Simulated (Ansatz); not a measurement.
Consider the redistribution: `C[S][AlH][CH2]F` + `BC[SiH2]Cl` → `[BH2][AlH][S]C` + `FCC[SiH2]Cl`.

Program: Ansatz. Geometries: PBE0-D4/def2-TZVP. ΔE: electronic, gas phase. CBS: MP2 limit from def2 TZ/QZ plus the TZ coupled-cluster correction, frozen cores. DFT in def2-TZVPP. B3LYP here is the variant with VWN-RPA as its local correlation; programs differ in this. Each species was taken in one conformer, which may not be the lowest.

`C[S][AlH][CH2]F`:

```xyz
11

C    -0.277   -1.642   -1.202
S    -0.110   -1.893    0.598
Al    0.161    0.076    1.453
C     0.206    1.770    0.419
F     0.057    1.622   -0.964
H    -1.241   -2.042   -1.512
H    -0.214   -0.592   -1.476
H     0.518   -2.197   -1.698
H     0.332    0.149    3.025
H    -0.584    2.450    0.764
H     1.152    2.299    0.593
```

`BC[SiH2]Cl`:

```xyz
10

B    -1.279    0.472   -0.859
C    -0.589    0.162    0.480
Si    1.176   -0.394    0.169
Cl    2.068   -0.803    1.978
H    -1.847   -0.389   -1.467
H    -1.211    1.565   -1.342
H    -1.035   -0.675    1.028
H    -0.478    1.031    1.136
H     1.974    0.668   -0.487
H     1.221   -1.636   -0.636
```

`[BH2][AlH][S]C`:

```xyz
10

B    -0.137   -0.754   -1.791
Al   -1.429    0.403   -0.571
S    -0.754    0.998    1.416
C     0.914    0.270    1.522
H     0.634   -0.261   -2.566
H    -0.109   -1.953   -1.752
H    -2.885    0.907   -0.955
H     0.895   -0.802    1.332
H     1.272    0.435    2.537
H     1.599    0.756    0.829
```

`FCC[SiH2]Cl`:

Cartesian coordinates in Å:
```
F -0.154 1.085 -1.722
C 0.879 0.626 -0.920
C 0.429 -0.590 -0.145
Si -1.100 -0.330 0.904
Cl -0.763 1.253 2.181
H 1.723 0.397 -1.577
H 1.163 1.441 -0.248
H 0.233 -1.423 -0.830
H 1.240 -0.909 0.518
H -1.346 -1.533 1.735
H -2.304 -0.017 0.103
```

```csv
level,ΔE (kJ/mol),difference from CCSD(T)/CBS
B3LYP-D4,63.8,4.9
ωB97M-V,65.3,6.4
B2PLYP,64.5,5.6
PBE,63.4,4.5
r2SCAN,65.2,6.3
B3LYP,65.3,6.4
HF/def2-TZVPP,49.7,-9.2
MP2/def2-TZVPP,63.9,5.0
HF/CBS(def2),50.3,-8.6
MP2/CBS(def2),66.6,7.7
CCSD(T)/CBS,58.9,0
```

Largest T1 diagnostic among the species: 0.011.

In def2-TZVPP, CCSD(T) changes the Hartree–Fock value by +6.6 kJ/mol (the triples alone add +1.8 kJ/mol) and MP2 by +14.2 kJ/mol. From PBE to PBE0 (25 % exact exchange), in def2-TZVPP and without D4, ΔE moves by −3.3 kJ/mol.
